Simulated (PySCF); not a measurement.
[Pb(NC)]+ at several levels of theory

Computed with PySCF 2.14.0 (density fitting, no spin-orbit coupling) at the geometry relaxed with r2SCAN:

```xyz
3
[Pb(NC)]+ (singlet)
Pb    0.0000    0.0000   -0.1975
N     0.0000    0.0000    1.9267
C     0.0000    0.0000    3.1285
```

| level | basis | state | HOMO (eV) | gap (eV) | charge on Pb1 (e) | dipole about the centre of mass (D) | largest force component (eV/Å) |
| --- | --- | --- | --- | --- | --- | --- | --- |
| r2SCAN | Pb def2-SVP with ECP60, N def2-SVP, C def2-SVP | singlet | -11.88 | 2.06 | 1.32 | 4.04 | 0.02 |
| r2SCAN | Pb def2-TZVP with ECP60, N def2-TZVP, C def2-TZVP | singlet | -12.01 | 2.20 | 1.34 | 4.03 | 0.81 |
| r2SCAN | Pb x2c-SVPall, N x2c-SVPall, C x2c-SVPall | singlet | -11.89 | 2.04 | 1.34 | 4.06 | 0.34 |

Charges are Mulliken's, which hang on the basis. The relaxation used the grid (50, 194), these runs (75, 302) or, all-electron (x2c bases, spin-free X2C Hamiltonian), (99, 590).

Q: Order these levels, in the first row's basis, by the HOMO–LUMO gap they give here, smallest first.
A. BP86
B. BLYP
C. M06-L
D. PBE0

A: B (1.46 eV), A (1.53 eV), C (2.06 eV), D (3.71 eV).

Q: And their other results?

A: 
```csv
level,state,HOMO (eV),gap (eV),charge on Pb1 (e),dipole about the centre of mass (D),largest force component (eV/Å)
BP86,singlet,-11.69,1.53,1.25,3.79,1.00
BLYP,singlet,-11.47,1.46,1.23,3.70,0.99
PBE0,singlet,-12.99,3.71,1.33,4.19,0.48
M06-L,singlet,-11.67,2.06,1.36,4.34,0.43
```

In the first row's basis the gap widens with exact exchange: 1.5 to 2.1 eV for BLYP, BP86, r2SCAN, M06-L (none); 3.7 eV for PBE0 (a fixed share).

No frequency check is given that shows the relaxed geometry to be a minimum.
